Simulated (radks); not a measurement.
Problem. Valence configurations of Cr (all share [Ar]). Calculated with a radial shooting solver on a logarithmic mesh with Libxc functionals: scalar-relativistic Kohn-Sham, SCAN, spin-polarised, spherical densities, finite nucleus; open shells are filled with parallel spins first; meta-GGA in the generalised Kohn-Sham scheme; Fermi nuclear charge, rms radius 3.6452 fm. Order these by energy: 3d4.5 4s1.5; 3d6; 3d3.5 4s1.5 4p1; 3d4 4s1 4p1; 3d5.5 4s0.5; 3d5 4s0.5 4p0.5; 3d5 4s1; 3d4.5 4s0.5 4p1; 3d5 4p1.

Solution. From the lowest, in eV above it: 3d5 4s1 0.000; 3d4.5 4s1.5 1.157; 3d5 4s0.5 4p0.5 1.888; 3d5.5 4s0.5 2.770; 3d5 4p1 3.668; 3d4.5 4s0.5 4p1 3.735; 3d4 4s1 4p1 4.351; 3d6 5.298; 3d3.5 4s1.5 4p1 7.282. NIST lists [Ar] 3d5 4s1 as the ground configuration; this level of theory agrees among the configurations tried. The energies are those of spherical high-spin densities, not of single terms. No valid solution was reached for [Ar] 3d4 4s2.
